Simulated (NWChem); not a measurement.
The numbers come from NWChem runs, not from measurements. System: oxalic acid (C$_{2}$H$_{2}$O$_{4}$), charge 0, spin multiplicity 1, at a geometry optimised with PBE/def2-SVP. Level: RHF/def2-TZVP.

Job file:

```
start mol
memory heap 200 mb stack 900 mb global 1100 mb
geometry units angstroms nocenter noautoz
  O      1.031926    -1.432343    -0.011154
  C      0.764212    -0.113981     0.000797
  O      1.593097     0.769268     0.011662
  C     -0.764212     0.113981     0.000797
  O     -1.031926     1.432343    -0.011154
  O     -1.593097    -0.769268     0.011662
  H      2.011732    -1.503820    -0.008843
  H     -2.011732     1.503820    -0.008843
  symmetry group C2
end
basis spherical
  * library def2-tzvp
end
scf
  rhf
  nopen 0
  maxiter 100
  thresh 1e-7
  semidirect memsize 60000000 filesize 0
end
task scf energy
```

Part of the output:

```
             Northwest Computational Chemistry Package (NWChem) 7.3.0
             --------------------------------------------------------

                                NWChem Input Module
                                -------------------

 Scaling coordinates for geometry "geometry" by  1.889725989
 (inverse scale =  0.529177249)

 Turning off AUTOSYM since
 SYMMETRY directive was detected!

                             Geometry "geometry" -> ""
                             -------------------------

 Output coordinates in angstroms (scale by  1.889725989 to convert to a.u.)

  No.       Tag          Charge          X              Y              Z
 ---- ---------------- ---------- -------------- -------------- --------------
    1 O                    8.0000     1.03192600    -1.43234300    -0.01115400
    2 C                    6.0000     0.76421200    -0.11398100     0.00079700
    3 O                    8.0000     1.59309700     0.76926800     0.01166200
    4 C                    6.0000    -0.76421200     0.11398100     0.00079700
    5 O                    8.0000    -1.03192600     1.43234300    -0.01115400
    6 O                    8.0000    -1.59309700    -0.76926800     0.01166200
    7 H                    1.0000     2.01173200    -1.50382000    -0.00884300
    8 H                    1.0000    -2.01173200     1.50382000    -0.00884300

 Effective nuclear repulsion energy (a.u.)     230.2834593139

            Nuclear Dipole moment (a.u.)
            ----------------------------
        X                 Y               Z
 ---------------- ---------------- ----------------
     0.0000000000     0.0000000000     0.0000113384

      Symmetry information
      --------------------

 Group name             C2
 Group number              4
 Group order               2
 No. of unique centers     4

      Symmetry unique atoms

     1    2    3    7


 Summary of "ao basis" -> "" (spherical)
 ------------------------------------------------------------------------------
       Tag                 Description            Shells   Functions and Types
 ---------------- ------------------------------  ------  ---------------------
 *                         def2-tzvp                  on all atoms

 Summary of "ao basis" -> "ao basis" (spherical)
 ------------------------------------------------------------------------------
       Tag                 Description            Shells   Functions and Types
 ---------------- ------------------------------  ------  ---------------------
 O                         def2-tzvp                11       31   5s3p2d1f
 C                         def2-tzvp                11       31   5s3p2d1f
 H                         def2-tzvp                 4        6   3s1p

                                 NWChem SCF Module
                                 -----------------

  ao basis        = "ao basis"
  functions       =   198
  atoms           =     8
  closed shells   =    23
  open shells     =     0
  charge          =   0.00
  wavefunction    = RHF
  use symmetry    = T
  symmetry adapt  = T

 Summary of "ao basis" -> "ao basis" (spherical)
 ------------------------------------------------------------------------------
       Tag                 Description            Shells   Functions and Types
 ---------------- ------------------------------  ------  ---------------------
 O                         def2-tzvp                11       31   5s3p2d1f
 C                         def2-tzvp                11       31   5s3p2d1f
 H                         def2-tzvp                 4        6   3s1p

      Symmetry analysis of basis
      --------------------------

        a          99
        b          99

 Forming initial guess at       0.2s

      Superposition of Atomic Density Guess
      -------------------------------------

 Sum of atomic energies:        -375.47950379

      Non-variational initial energy
      ------------------------------

 Total energy =    -377.868988
 1-e energy   =    -972.156156
 2-e energy   =     364.003709
 HOMO         =      -0.362403
 LUMO         =      -0.059359

      Symmetry analysis of molecular orbitals - initial
      -------------------------------------------------

  Numbering of irreducible representations:

     1 a           2 b

  Orbital symmetries:

     1 b           2 a           3 b           4 a           5 a
     6 b           7 a           8 b           9 b          10 a
    11 a          12 b          13 b          14 a          15 a
    16 a          17 b          18 b          19 a          20 b
    21 b          22 a          23 a          24 a          25 b
    26 a          27 b          28 a          29 b          30 b
    31 a          32 a          33 b

 Starting SCF solution at       5.8s

 ----------------------------------------------
         Quadratically convergent ROHF

 Convergence threshold     :          1.000E-07
 Maximum no. of iterations :          100
 Final Fock-matrix accuracy:          1.000E-09
 ----------------------------------------------

              iter       energy          gnorm     gmax       time
             ----- ------------------- --------- --------- --------
                 1     -376.3108999518  2.01D+00  4.52D-01      8.8
                 2     -376.5045945671  5.00D-01  8.16D-02     14.6
                 3     -376.5264271945  2.36D-02  8.72D-03     24.4
                 4     -376.5265437802  4.08D-04  8.35D-05     37.1
                 5     -376.5265437947  9.55D-08  4.16D-08     60.4

       Final RHF  results
       ------------------

         Total SCF energy =   -376.526543794701
      One-electron energy =   -974.172764385975
      Two-electron energy =    367.362761277410
 Nuclear repulsion energy =    230.283459313864

        Time for solution =     54.7s

       Symmetry analysis of molecular orbitals - final
       -----------------------------------------------

  Numbering of irreducible representations:

     1 a           2 b

  Orbital symmetries:

     1 a           2 b           3 b           4 a           5 a
     6 b           7 a           8 b           9 b          10 a
    11 a          12 b          13 a          14 b          15 a
    16 a          17 b          18 b          19 a          20 b
    21 b          22 a          23 a          24 a          25 b
    26 a          27 a          28 b          29 b          30 a
    31 b          32 a          33 b

             Final eigenvalues
             -----------------

              1
    1  -20.6422
    2  -20.6422
    3  -20.5889
    4  -20.5889
    5  -11.4287
    6  -11.4281
    7   -1.5064
    8   -1.4784
    9   -1.4011
   10   -1.3846
   11   -0.9809
   12   -0.8433
   13   -0.7470
   14   -0.7354
   15   -0.7167
   16   -0.6818
   17   -0.6578
   18   -0.6317
   19   -0.6100
   20   -0.5403
   21   -0.5114
   22   -0.5100
   23   -0.4677
   24    0.0679
   25    0.1301
   26    0.1332
   27    0.2056
   28    0.2582
   29    0.2611
   30    0.3089
   31    0.3177
   32    0.3445
   33    0.3670

                       ROHF Final Molecular Orbital Analysis
                       -------------------------------------

 Vector   21  Occ=2.000000D+00  E=-5.113818D-01  Symmetry=b
              MO Center= -1.4D-13,  1.8D-14,  4.0D-03, r^2= 3.5D+00
   Bfn.  Coefficient  Atom+Function         Bfn.  Coefficient  Atom+Function
  ----- ------------  ---------------      ----- ------------  ---------------
    70      0.249388  3 O  pz               163     -0.249388  6 O  pz
    73      0.226623  3 O  pz               166     -0.226623  6 O  pz
     8     -0.180825  1 O  pz               132      0.180825  5 O  pz
    11     -0.164550  1 O  pz               135      0.164550  5 O  pz

 Vector   22  Occ=2.000000D+00  E=-5.099661D-01  Symmetry=a
              MO Center=  1.6D-13,  5.4D-15,  2.8D-04, r^2= 3.5D+00
   Bfn.  Coefficient  Atom+Function         Bfn.  Coefficient  Atom+Function
  ----- ------------  ---------------      ----- ------------  ---------------
     8      0.236302  1 O  pz               132      0.236302  5 O  pz
    11      0.216623  1 O  pz                70     -0.216000  3 O  pz
   135      0.216623  5 O  pz               163     -0.216000  6 O  pz
    73     -0.196037  3 O  pz               166     -0.196037  6 O  pz
    14      0.156169  1 O  pz               138      0.156169  5 O  pz

 Vector   23  Occ=2.000000D+00  E=-4.677053D-01  Symmetry=a
              MO Center= -3.0D-13,  1.7D-13,  7.0D-03, r^2= 3.4D+00
   Bfn.  Coefficient  Atom+Function         Bfn.  Coefficient  Atom+Function
  ----- ------------  ---------------      ----- ------------  ---------------
    68      0.240033  3 O  px               161     -0.240033  6 O  px
    71      0.212344  3 O  px               164     -0.212344  6 O  px
    69     -0.181231  3 O  py               162      0.181231  6 O  py
    72     -0.163217  3 O  py               165      0.163217  6 O  py

 Vector   24  Occ=0.000000D+00  E= 6.786359D-02  Symmetry=a
              MO Center=  7.7D-15,  1.1D-14,  7.8D-04, r^2= 2.6D+00
   Bfn.  Coefficient  Atom+Function         Bfn.  Coefficient  Atom+Function
  ----- ------------  ---------------      ----- ------------  ---------------
    45      0.310202  2 C  pz               107      0.310202  4 C  pz
    76     -0.301221  3 O  pz               169     -0.301221  6 O  pz
    42      0.265976  2 C  pz               104      0.265976  4 C  pz
    39      0.215079  2 C  pz               101      0.215079  4 C  pz
    70     -0.198965  3 O  pz               163     -0.198965  6 O  pz

 Vector   25  Occ=0.000000D+00  E= 1.300676D-01  Symmetry=b
              MO Center= -9.9D-15,  8.7D-15, -8.7D-03, r^2= 1.2D+01
   Bfn.  Coefficient  Atom+Function         Bfn.  Coefficient  Atom+Function
  ----- ------------  ---------------      ----- ------------  ---------------
   189      1.407706  7 H  s                195     -1.407706  8 H  s
    36      1.226099  2 C  s                 98     -1.226099  4 C  s
     5     -0.762723  1 O  s                129      0.762723  5 O  s
    43     -0.715006  2 C  px               105     -0.715006  4 C  px
    12     -0.345821  1 O  px               136     -0.345821  5 O  px

 Vector   26  Occ=0.000000D+00  E= 1.331746D-01  Symmetry=a
              MO Center=  1.4D-14,  1.9D-15, -6.9D-03, r^2= 1.1D+01
   Bfn.  Coefficient  Atom+Function         Bfn.  Coefficient  Atom+Function
  ----- ------------  ---------------      ----- ------------  ---------------
   189      1.220431  7 H  s                195      1.220431  8 H  s
    67     -0.777998  3 O  s                160     -0.777998  6 O  s
     5     -0.648457  1 O  s                129     -0.648457  5 O  s
    44      0.477824  2 C  py               106     -0.477824  4 C  py
    36      0.411239  2 C  s                 98      0.411239  4 C  s

 center of mass
 --------------
 x =   0.00000000 y =  -0.00000000 z =   0.00036861

 moments of inertia (a.u.)
 ------------------
         319.395574064695          58.092595569094           0.000000000000
          58.092595569094         490.793897885033           0.000000000000
           0.000000000000           0.000000000000         810.128763587386

  Mulliken analysis of the total density
  --------------------------------------

    Atom       Charge   Shell Charges
 -----------   ------   -------------------------------------------------------
    1 O    8     8.44   0.79  1.18  0.56  0.97  0.28  1.85  2.06  0.71  0.00  0.03  0.00
    2 C    6     5.53   0.86  1.12  0.52  0.50  0.03  1.13  0.93  0.14  0.06  0.22  0.03
    3 O    8     8.41   0.79  1.18  0.58  0.95  0.34  1.82  1.94  0.76  0.00  0.03  0.00
    4 C    6     5.53   0.86  1.12  0.52  0.50  0.03  1.13  0.93  0.14  0.06  0.22  0.03
    5 O    8     8.44   0.79  1.18  0.56  0.97  0.28  1.85  2.06  0.71  0.00  0.03  0.00
    6 O    8     8.41   0.79  1.18  0.58  0.95  0.34  1.82  1.94  0.76  0.00  0.03  0.00
    7 H    1     0.63   0.23  0.32  0.03  0.04
    8 H    1     0.63   0.23  0.32  0.03  0.04

       Multipole analysis of the density wrt the origin
       ------------------------------------------------

     L   x y z        total         open         nuclear
     -   - - -        -----         ----         -------
     0   0 0 0     -0.000000      0.000000     46.000000

     1   1 0 0      0.000000      0.000000      0.000000
     1   0 1 0      0.000000      0.000000      0.000000
     1   0 0 1     -0.012253      0.000000      0.000011

     2   2 0 0    -21.764193      0.000000    259.786502
     2   1 1 0     -8.466763      0.000000    -39.769831
     2   1 0 1      0.000000      0.000000      0.000000
     2   0 2 0    -26.946725      0.000000    167.743335
     2   0 1 1     -0.000000      0.000000     -0.000000
     2   0 0 2    -23.695595      0.000000      0.015465

 Task  times  cpu:       60.5s     wall:       60.5s

 Total times  cpu:       60.6s     wall:       60.6s
```
